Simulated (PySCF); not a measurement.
# [Ti(Cl)4] (charge 0, multiplicity 1)

Level of theory: PBE-D3(BJ)/def2-TZVP // TPSS-D3(BJ)/def2-SVP run with PySCF.

- HOMO: -8.26 eV
- dipole moment: 0.00 D
- HOMO–LUMO gap: 3.64 eV
- LUMO: -4.62 eV
- charge on the central atom (Mulliken): 0.96 e
- charge on the central atom (meta-Löwdin): 1.02 e
- total energy: -73189.32 eV
- cost: roughly 80 core-seconds

Bonds (Å): Ti1–Cl2 2.173, Ti1–Cl3 2.173, Ti1–Cl4 2.173, Ti1–Cl5 2.173. Bond angles (°): Cl2–Ti1–Cl3 109.4, Cl2–Ti1–Cl4 109.5, Cl2–Ti1–Cl5 109.4, Cl3–Ti1–Cl4 109.5, Cl3–Ti1–Cl5 109.5, Cl4–Ti1–Cl5 109.6.
